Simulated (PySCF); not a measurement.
Ca(Cl)2 anion (CaCl2), SMILES [Cl][Ca][Cl] (connectivity only; charge and spin as stated), charge -1, multiplicity 2.

The structure is a stationary point at B3LYP-D3(BJ)/def2-TZVPD. The multiplicity is an assumed one; other spin states were not compared. The isomer is the one that the SMILES or the coordinates give; other isomers of the formula were not compared.

All values below come from IEF-PCM-M06-2X/def2-SVPD (PySCF).

The values are the electrostatic part of the solvation free energy, E(continuum) − E(gas) at the gas-phase geometry, in a cavity of scaled van der Waals radii (PySCF's table); cavitation and dispersion terms are not included. A continuum can't describe solvent molecules that bind to the metal.

```tsv
solvent	ε	ΔG(elec) (kcal/mol)
water	78.36	(withheld)
N,N-dimethylformamide	37.22	-46.3
chlorobenzene	5.70	-38.9
```

**Question.** Complete the blanks. (Estimate from the structure and the level; the computed values follow.)

**Answer.** 
- water, ΔG(elec) (kcal/mol): -47.0
